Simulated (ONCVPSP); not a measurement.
**Varying the ONCV potential for Si (Z = 14)**

Base potential:

Si, optimised norm-conserving Vanderbilt (ONCV), made with ONCVPSP 4.0.1 (PBE, scalar-relativistic). Core [Ne], reference 3s2 3p2. Waves: 3s: rc 1.70 bohr, ncon 5, nbas 9, qcut 3 1/bohr, local; 3p: rc 2.15 bohr, ncon 4, nbas 9, qcut 4.1 1/bohr, 2 projectors, debl 0.3 Ha. Local part: the s channel. Core correction: Teter function, fcfact 1.75, rcfact 1.2.

Cutoffs, loose and tight: the cutoffs (Ha) at which the residual kinetic energy of the hardest occupied pseudo-wave falls to 1 and 0.1 mHa per electron. They do not see the model core or the augmentation charge, which bear on the density cutoff. Test errors are all-electron minus pseudo excitation energies from the reference, over the configurations 3s2 3p1; 3s2 3p0; 3s1 3p0; 3s2 3p1.5. A dash means not determined; rows that change the core or the reference have their own tests.

```tsv
change	outcome	cutoff, loose	cutoff, tight	bound ghosts	GHOST(+) flags above zero	largest test error (meV)
base	generated	18 Ha	64 Ha	none	none	+50
core correction Teter function, fcfact 2.4, rcfact 1.2	generated	18 Ha	64 Ha	none	none	+57
s: qcut 1.8	generated	52 Ha	72 Ha	none	none	+55
all radii but the core radius scaled by about 0.80 (s 1.36, p 1.72 bohr)	failed: optimize: ERROR ps0norm > uunorm, code will stop	–	–	–	–	–
s: rc 1.68	generated	17 Ha	63 Ha	none	none	+49
s: ncon 3, nbas 7	generated	23 Ha	49 Ha	none	none	+61
functional LDA (Perdew-Wang 92)	generated	25 Ha	65 Ha	none	none	+169
core correction Teter function, fcfact 1.75, rcfact 1.5	generated	18 Ha	64 Ha	none	none	+3.7
```
